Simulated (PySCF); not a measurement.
Magnetic susceptibility: `C=CCc1ccc[se]1`, C$_{7}$H$_{8}$Se

Geometry:
```json
{"atom": "C1", "x (Å)": "-2.618", "y (Å)": "1.114", "z (Å)": "-0.160"}
{"atom": "C2", "x (Å)": "-1.764", "y (Å)": "0.294", "z (Å)": "-0.741"}
{"atom": "C3", "x (Å)": "-1.111", "y (Å)": "-0.872", "z (Å)": "-0.059"}
{"atom": "C4", "x (Å)": "0.367", "y (Å)": "-0.637", "z (Å)": "0.014"}
{"atom": "C5", "x (Å)": "1.026", "y (Å)": "0.096", "z (Å)": "0.950"}
{"atom": "C6", "x (Å)": "2.422", "y (Å)": "0.217", "z (Å)": "0.750"}
{"atom": "C7", "x (Å)": "2.894", "y (Å)": "-0.411", "z (Å)": "-0.355"}
{"atom": "Se8", "x (Å)": "1.547", "y (Å)": "-1.265", "z (Å)": "-1.303"}
{"atom": "H9", "x (Å)": "-3.049", "y (Å)": "1.952", "z (Å)": "-0.681"}
{"atom": "H10", "x (Å)": "-2.929", "y (Å)": "0.976", "z (Å)": "0.863"}
{"atom": "H11", "x (Å)": "-1.455", "y (Å)": "0.450", "z (Å)": "-1.767"}
{"atom": "H12", "x (Å)": "-1.313", "y (Å)": "-1.784", "z (Å)": "-0.629"}
{"atom": "H13", "x (Å)": "-1.515", "y (Å)": "-0.989", "z (Å)": "0.949"}
{"atom": "H14", "x (Å)": "0.520", "y (Å)": "0.550", "z (Å)": "1.786"}
{"atom": "H15", "x (Å)": "3.056", "y (Å)": "0.767", "z (Å)": "1.425"}
{"atom": "H16", "x (Å)": "3.913", "y (Å)": "-0.446", "z (Å)": "-0.694"}
```

Computed with GIAO B3LYP/pcSseg-1 magnetisability, rotational g tensor and spin-rotation constants, non-relativistic, gas phase in PySCF. Geometry: GFN2-xTB.

The calculation is non-relativistic, which matters for the atoms heavier than Zn.

What are the magnetisability and the molar susceptibility?

Isotropic -1498 × 10⁻³⁰ J/T², or -90.2 × 10⁻⁶ cm³/mol; principal values -1957, -1365, -1172 × 10⁻³⁰ J/T², anisotropy 708 × 10⁻³⁰ J/T² (root of half the summed squared differences of the principal values). The susceptibility is in cgs units.

Split it along the inertial axes a, b, c into diamagnetic and paramagnetic parts about the centre of mass, with the quadrupole moment.


```tsv
axis	χ (10⁻⁶ cm³/mol)	diamagnetic (10⁻⁶ cm³/mol)	paramagnetic (10⁻⁶ cm³/mol)	summed x² of all electrons (Å²)	quadrupole Θ (D Å)
a	-82.3	-536.1	453.9	285.9	+2.81
b	-75.6	-1344.9	1269.3	95.3	+2.21
c	-112.7	-1617.3	1504.6	31.1	-5.02
```
Anisotropies 2χaa − χbb − χcc = +23.8 and 2χbb − χaa − χcc = +43.7 × 10⁻⁶ cm³/mol. Θ is traceless in Buckingham's convention.

And the rotational g tensor?


```csv
axis,rotational constant (GHz),g,nuclear part,electronic part
a,2.7967,-0.0324,0.5639,-0.5963
b,0.9572,-0.0139,0.5569,-0.5708
c,0.7734,+0.0038,0.5504,-0.5466
```
Asymmetric top; isotopes 12C, 1H, 80Se; no vibrational averaging.
